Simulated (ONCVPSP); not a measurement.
Ga (Z = 31), ONCV: configuration errors across variants

```json
{
  "Element": "Ga",
  "Generator": "ONCVPSP 4.0.1",
  "Type": "optimised norm-conserving Vanderbilt (ONCV)",
  "Functional": "BLYP",
  "Relativity": "scalar-relativistic",
  "Frozen core": "[Ne]",
  "Valence charge": "21",
  "Reference configuration": "3s2 3p6 3d10 4s1.75 4p1.25",
  "Partial waves": "3s+4s: rc 0.90 bohr, ncon 4, nbas 8, qcut 15 1/bohr, 2 projectors; 3p+4p: rc 1.15 bohr, ncon 5, nbas 8, qcut 9.6 1/bohr, 2 projectors; 3d: rc 1.35 bohr, ncon 4, nbas 8, qcut 12.3 1/bohr, 2 projectors, debl 0.6 Ha",
  "Local potential": "polynomial inside 0.70 bohr (lpopt 5, dvloc0 0 Ha)",
  "Core correction": "Teter function, fcfact 2.25, rcfact 1.7"
}
```

In the d channel the program set the typed energies aside and used -0.718, 0.250 Ha.

All-electron excitation energies from the reference (eV): (1) 3s2 3p6 3d10 4s2 4p1 -1.611; (2) 3s2 3p6 3d10 4s2 4p0 4.058; (3) 3s2 3p6 3d10 4s1 4p0 25.297; (4) 3s2 3p6 3d9 4s2 4p1 25.966.

1 further variants failed, have other tests or too few solved ones, and are left out.

Errors AE − PS in meV (a dash: test not solved or not reliable):

| change | (1) | (2) | (3) | (4) | bound ghosts | GHOST(+) flags above zero |
| --- | --- | --- | --- | --- | --- | --- |
| base | +0.1 | 0.0 | +0.4 | +131 | none | p |
| d: qcut 8.1 | +0.1 | 0.0 | +0.8 | +291 | none | p |
| d: qcut 9.8 | +0.1 | 0.0 | +0.7 | +205 | none | p |
| d: qcut 10.8 | +0.1 | 0.0 | +0.6 | +170 | none | p |
| d: qcut 13.3 | +0.1 | 0.0 | +0.3 | +112 | none | p |
| d: qcut 16.9 | +0.1 | 0.0 | -0.1 | +62 | none | p |

Q: Give the same row for: d: qcut 14.2.

A: +0.1, 0.0, +0.2, +96; bound ghosts: none; GHOST(+) flags above zero: p.
